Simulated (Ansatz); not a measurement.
`C=C(N)S[SiH3]` + `OBS` → `C=C(N)SBO` + `[SiH3]S`  (substitution at a C–S bond)

Calculated with Ansatz (gas phase, PBE0-D4/def2-TZVP geometries, no zero-point term in ΔE). CBS: MP2 limit from def2 TZ/QZ plus the TZ coupled-cluster correction, frozen cores. DFT in def2-TZVPP. One conformer a species, not always the lowest.

`C=C(N)S[SiH3]`:

Z-matrix (Å, degrees):
```
Si
S 1 2.145
H 1 1.483 2 110.7
H 1 1.485 2 113.1 3 -123.9
H 1 1.485 2 103.7 3 118.6
C 2 1.773 1 99.1 3 50.1
N 6 1.388 2 114.1 1 45.0
C 6 1.333 2 120.4 1 -133.0
H 7 1.009 6 114.4 2 44.0
H 7 1.010 6 114.2 2 175.4
H 8 1.080 6 120.9 2 6.6
H 8 1.084 6 120.7 2 -174.2
```

`OBS`:

```xyz
6

O     1.349   -0.633    0.107
B     0.321    0.223   -0.085
S    -1.398   -0.294    0.170
H     1.099   -1.519    0.383
H     0.576    1.336   -0.428
H    -1.948    0.887   -0.146
```

`C=C(N)SBO`:

Cartesian coordinates in Å:
```
C -1.164 0.981 1.323
C -0.680 0.280 0.300
N -0.528 -1.115 0.298
S -0.113 1.091 -1.169
B 1.509 0.313 -1.483
O 2.011 -0.722 -0.793
H -1.575 0.483 2.194
H -1.150 2.061 1.311
H -0.941 -1.555 1.110
H -0.861 -1.546 -0.555
H 2.127 0.797 -2.385
H 1.364 -1.068 -0.150
```

`[SiH3]S`:

```xyz
6

Si   -0.201   -0.480    0.087
S     1.324    0.990   -0.197
H    -1.035   -0.181    1.278
H     0.532   -1.753    0.290
H    -1.085   -0.588   -1.101
H     0.465    2.011   -0.356
```

```csv
level,ΔE (kJ/mol)
r2SCAN-D4,-13.4
PBE0-D4,-13.6
r2SCAN,-13.5
HF/def2-TZVPP,-7.7
SCS-MP2/def2-TZVPP,-13.0
SCS-MP2/def2-QZVPP,-12.6
MP2/CBS(def2),-13.2
CCSD/CBS(def2),-13.0
```

Problem. What does CCSD(T)/CBS give? (An estimate is asked.)

Solution. The calculation gave: -14.4 kJ/mol. The listed levels differ from it by 1.0, 0.8, 0.9, 6.7, 1.4, 1.8, 1.2, 1.4 kJ/mol.

Largest T1 diagnostic among the species: 0.013.

In def2-TZVPP, CCSD(T) changes the Hartree–Fock value by −7.6 kJ/mol (the triples alone add −1.4 kJ/mol) and MP2 by −6.4 kJ/mol.
